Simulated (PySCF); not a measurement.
**Input and output of a scripted DFT run**

The script drives PySCF with single-precision fitted integrals, so total energies wander by about 1e-6 Eh between cycles (the fitting error itself is about 1e-3 Eh and cancels in differences); atoms count from 0.  Level: ΔSCF with unrestricted SCAN, pcX-2 on the ionised atom and pcseg-1 elsewhere, spin-free X2C, PySCF, geometry: GFN2-xTB.

The gap is small, so a closed-shell solution may not be the true ground state; the numbers describe that solution.

Job and coordinates (Å):

```
{"job": {"kind": "xps", "atoms": [11, 35]}, "charge": 0, "multiplicity": 1}
Ge     6.199614     2.177830     0.144060
Si     4.884916     1.530045    -1.820130
Ge     3.831591    -0.131870    -3.198457
Si     3.611577    -1.802843    -1.312243
Ge     6.017121    -1.844760    -0.732354
Si     5.642023    -0.133558     0.985308
Ge    -5.501271     2.139647     0.503104
Si    -3.169376     2.351035     1.032662
Ge    -1.048044     0.750683     0.480933
Si    -2.231247    -0.278345     2.517854
Ge    -4.256205    -1.639585     2.936898
Si    -5.311825    -0.258927     1.153630
Ge    -0.046522    -0.552401    -3.815594
Si    -2.022609     0.422191    -2.951587
Ge    -4.286218    -0.100027    -3.429699
Si    -4.232018    -1.866855    -1.631413
Ge    -2.315904    -3.318886    -0.745969
Si    -0.290650    -2.394359    -2.061390
Si     1.657828     0.597462    -2.613361
Ge     1.449086    -2.654325    -0.127088
Ge     1.793941     1.767016     1.148932
Si     4.099324     2.872089     1.081647
Ge     4.663256    -1.431592     2.930118
Si     3.001722     0.509980     2.987594
Si    -4.895099     1.521525    -1.749619
Ge    -6.505786    -1.270697    -0.780420
F      4.252201     2.985156    -2.328682
F      5.695139    -2.986404     0.946239
F     -3.460516     2.492567     2.720398
F     -2.958132    -0.107878    -0.291349
F     -1.614015    -0.117642     4.076337
F     -3.648574    -2.722302     1.291577
F     -1.760307     1.809889    -1.980237
F     -1.053406    -1.870017     0.432932
F      1.397287     1.948917    -1.626095
F      1.087841    -0.551324    -0.238065
F      3.263268     0.538448     0.137501
F      4.564041     3.306864     2.654370
F      3.098676    -1.815413     1.659579
F      1.725301     0.113618     3.988245
F     -4.567411     2.965931    -2.507636
F     -6.764790    -2.934864     0.138087
```

Command:

```bash
OMP_NUM_THREADS=8 python large_run.py task.json out
```

Problem. What does the program print?

Solution. 
```
ground state, core basis on atom 11 (Si), 851 functions
  cycle   1  E = -32589.91593179  |g| = 2.22e+00
  cycle   2  E = -32532.93418857  |g| = 1.32e+01
  cycle   3  E = -32585.52090353  |g| = 4.09e+00
  cycle   4  E = -32575.10134526  |g| = 5.05e+00
  cycle   5  E = -32584.68546581  |g| = 3.17e+00
  cycle   6  E = -32587.46310915  |g| = 2.39e+00
  cycle   7  E = -32590.66721465  |g| = 8.12e-01
  cycle   8  E = -32590.33091218  |g| = 1.25e+00
  cycle   9  E = -32590.83130556  |g| = 5.01e-01
  cycle  10  E = -32590.88873050  |g| = 3.40e-01
...
  cycle   9  E = -32565.42141379  |g| = 3.72e-01
  cycle  10  E = -32565.43139830  |g| = 3.82e-01
  cycle  11  E = -32565.51424831  |g| = 1.98e-01
  cycle  12  E = -32565.54313295  |g| = 8.38e-02
  cycle  13  E = -32565.54639008  |g| = 6.42e-02
  cycle  14  E = -32565.54916318  |g| = 1.91e-02
  cycle  15  E = -32565.54933794  |g| = 1.22e-02
  cycle  16  E = -32565.54943724  |g| = 5.87e-03
  cycle  17  E = -32565.54945342  |g| = 3.58e-03
  cycle  18  E = -32565.54945613  |g| = 1.90e-03
  E(ion) = -32567.62063288 Eh   <S^2> = 0.7583   hole on atom = 1.000   binding energy = 688.869 eV
```

Problem. Roughly how long does this take on 8 threads of Arm Neoverse V1 (shared host), and how large is the basis?

Solution. About 5.3 min of wall time, peak memory 3.8 GiB; 851 basis functions.
